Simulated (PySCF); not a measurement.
# Nuclear quadrupole coupling in `[SiH3]/C=C/[Si@H]1CC[SiH2]N1`

Species: C4H13NSi3.
Z-matrix (Å and degrees, GFN2-xTB geometry), rows numbered from 1:
```
Si
C   1  1.8792
C   2  1.3315  1  125.89
Si  3  1.8833  2  124.06  1   177.37
C   4  1.9047  3  113.14  2   -76.00
C   5  1.5316  4  108.46  3   144.77
Si  6  1.8999  5  108.79  4   -36.73
N   7  1.7306  6   96.51  5    28.51
H   1  1.4664  2  109.43  3   129.32
H   1  1.4641  2  110.02  3     8.51
H   1  1.4671  2  109.04  3  -111.64
H   2  1.0854  1  116.87  3   178.89
H   3  1.0831  2  118.56  1    -1.37
H   4  1.4732  3  110.58  2   155.17
H   5  1.0905  4  113.25  3   -92.00
H   5  1.0920  4  108.88  3    26.20
H   6  1.0914  5  108.89  4    81.95
H   6  1.0907  5  110.62  4  -161.41
H   7  1.4656  6  113.87  5   144.67
H   7  1.4701  6  113.13  5   -88.24
H   8  1.0044  4  120.95  3    51.91
```

Field gradients from the PBE0/pcSseg-1 density (PySCF, non-relativistic), principal values in atomic units, ordered |Vxx| ≤ |Vyy| ≤ |Vzz|:

```json
{"atom": "N8", "Vxx": "0.2194", "Vyy": "0.5118", "Vzz": "-0.7312"}
```

Question: Find the asymmetry η = (Vxx − Vyy)/Vzz and the couplings χ = eQV/h (234.96 MHz × Q in barn × V in au), with Q(14N) = 0.02044 b.

Answer: 
```json
{"atom": "N8", "environment": "nitrogen bridging silicon atoms", "nucleus": "14N", "η": "0.40", "χzz (MHz)": "-3.512", "χxx (MHz)": "1.054", "χyy (MHz)": "2.458"}
```

The tensor is traceless: Vxx + Vyy + Vzz = 0.

Question: What is Vzz at N8 in SI units (1 au = 9.71736 × 10²¹ V/m²)?

Answer: -0.7312 au = -7.105 × 10²¹ V/m².

Question: What couplings would deuterons (Q(2H) = 0.00286 b) have in place of the hydrogens, at this geometry?

Answer: 
```json
{"atom": "H9", "bonded to": "Si1", "bond length (Å)": "1.466", "Vzz (au)": "0.1606", "η": "0.02", "χzz (kHz)": "108"}
{"atom": "H10", "bonded to": "Si1", "bond length (Å)": "1.464", "Vzz (au)": "0.1622", "η": "0.02", "χzz (kHz)": "109"}
{"atom": "H11", "bonded to": "Si1", "bond length (Å)": "1.467", "Vzz (au)": "0.1603", "η": "0.01", "χzz (kHz)": "108"}
{"atom": "H12", "bonded to": "C2", "bond length (Å)": "1.085", "Vzz (au)": "0.3197", "η": "0.03", "χzz (kHz)": "215"}
{"atom": "H13", "bonded to": "C3", "bond length (Å)": "1.083", "Vzz (au)": "0.3256", "η": "0.03", "χzz (kHz)": "219"}
{"atom": "H14", "bonded to": "Si4", "bond length (Å)": "1.473", "Vzz (au)": "0.1544", "η": "0.00", "χzz (kHz)": "104"}
{"atom": "H15", "bonded to": "C5", "bond length (Å)": "1.090", "Vzz (au)": "0.3157", "η": "0.03", "χzz (kHz)": "212"}
{"atom": "H16", "bonded to": "C5", "bond length (Å)": "1.092", "Vzz (au)": "0.3103", "η": "0.04", "χzz (kHz)": "209"}
{"atom": "H17", "bonded to": "C6", "bond length (Å)": "1.091", "Vzz (au)": "0.3120", "η": "0.03", "χzz (kHz)": "210"}
{"atom": "H18", "bonded to": "C6", "bond length (Å)": "1.091", "Vzz (au)": "0.3152", "η": "0.03", "χzz (kHz)": "212"}
{"atom": "H19", "bonded to": "Si7", "bond length (Å)": "1.466", "Vzz (au)": "0.1597", "η": "0.02", "χzz (kHz)": "107"}
{"atom": "H20", "bonded to": "Si7", "bond length (Å)": "1.470", "Vzz (au)": "0.1566", "η": "0.01", "χzz (kHz)": "105"}
{"atom": "H21", "bonded to": "N8", "bond length (Å)": "1.004", "Vzz (au)": "0.4448", "η": "0.13", "χzz (kHz)": "299"}
```

Isolated species at its GFN2-xTB geometry (one conformer only). GFN2-xTB bond lengths can be off by several hundredths of an ångström, more for odd bonds, and the gradients follow them. The small basis limits the accuracy of the gradients.
